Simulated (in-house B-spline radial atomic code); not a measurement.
## Removing one electron from As XVI (As15+)

Closed shell [Ne] 3s2 3p6. Computed with a B-spline radial code for spherical atoms: Koopmans values of Dirac-Hartree-Fock plus a diagonal self-energy, in second order or with its direct term screened (direct RPA, with the hole-particle interaction, or full time-dependent Hartree-Fock), linearised in energy; no-pair Dirac-Coulomb Hamiltonian, finite nucleus. Shifts add to the Koopmans value (the ΔSCF shift is orbital relaxation alone); the final value takes TDHF screening with Breit and QED.

Command:
```bash
python run_mb.py task.json out
```
Settings (nuclear radius in fm, box in bohr, cutoff in hartree):
```
basis_form          2
Z                   33
core_configuration  [Ne] 3s2 3p6
rms_radius          4.0968
mass_number         75
speed_of_light      137.036
box_radius          5.621
lmax                7
intervals           60
virtual_cutoff      4356.0
```

Cost of the run: 7 s on 1 thread of Arm Neoverse V1, on a shared host.

Energies in eV:

```csv
subshell,Koopmans,ΔSCF shift,second order,direct RPA,hole-particle,TDHF,Breit + QED,final
3p3/2,587.82,-1.023,?,?,?,?,?,?
3p1/2,595.03,-1.062,0.589,0.603,0.379,0.431,-0.369,595.10
```

Task: What does the self-energy do to 3p3/2?

Result: It shifts the removal energy by 0.673 eV in second order, 0.636 with direct RPA, 0.460 with the hole-particle term and 0.519 with TDHF screening (quasi-particle weight 0.984); Breit and QED add -0.235 eV. The final value is 588.10 eV, against 587.6 ± 1.9 eV (NIST, semi-empirical).
